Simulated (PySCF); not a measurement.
**Energy of Cu⁺ (copper, charge +1) between two integer charges**

The 3d beta orbital of [Ar] 3d10 is emptied in steps (occupation f), with all orbitals relaxed, ending at [Ar] 3d9. Computed with PySCF 2.14 in def2-SVP (5s3p2d1f, 31 functions), with no relativity, point nucleus. The exact energy is a straight line in f; departures are measured from the line between the end points of the same method.

```
  f  LDA (eV)  PBE (eV)  PBE0 (eV)  r2SCAN (eV)  LC-wPBE (eV)  BHandHLYP (eV)  wB97X (eV)  HSE06 (eV)  CAM-B3LYP (eV)
  1     0.000     0.000      0.000        0.000         0.000           0.000       0.000       0.000           0.000
0.9    -0.761    -0.741     -0.465       -0.676        -0.256          -0.190      -0.235      -0.502          -0.343
0.7    -1.789    -1.739     -1.092       -1.579        -0.605          -0.453      -0.551      -1.179          -0.808
0.5    -2.145    -2.083     -1.307       -1.880        -0.730          -0.551      -0.660      -1.412          -0.970
0.3    -1.815    -1.760     -1.105       -1.578        -0.622          -0.472      -0.558      -1.193          -0.823
0.1    -0.784    -0.759     -0.476       -0.676        -0.270          -0.207      -0.241      -0.515          -0.356
  0     0.000     0.000      0.000        0.000         0.000           0.000       0.000       0.000           0.000
```

Q: For BHandHLYP, how does the orbital energy at f = 1 compare with the removal energy?

A: −ε = 17.665 eV against a total-energy difference of 19.756 eV. By Janak's theorem ε = ∂E/∂f, so the gap between them reflects the curvature. Along the path −ε is 18.044 (f = 0.9), 18.845 (f = 0.7), 19.700 (f = 0.5), 20.608 (f = 0.3), 21.571 (f = 0.1) eV.

| method | E(f=0) − E(f=1) (eV) | −ε at f=1 (eV) | −ε at f=0.5 (eV) |
| --- | --- | --- | --- |
| LDA | 21.507 | 13.076 | 21.429 |
| PBE | 20.853 | 12.649 | 20.789 |
| PBE0 | 20.306 | 15.153 | 20.267 |
| r2SCAN | 20.313 | 12.802 | 20.316 |
| LC-wPBE | 20.595 | 17.775 | 20.543 |
| BHandHLYP | 19.756 | 17.665 | 19.700 |
| wB97X | 20.361 | 17.763 | 20.340 |
| HSE06 | 20.304 | 14.738 | 20.262 |
| CAM-B3LYP | 20.580 | 16.783 | 20.536 |

Reference removal energy between the ground levels: 20.292 eV (measured; NIST Atomic Spectra Database, ionization energies). The calculation has no spin-orbit coupling.
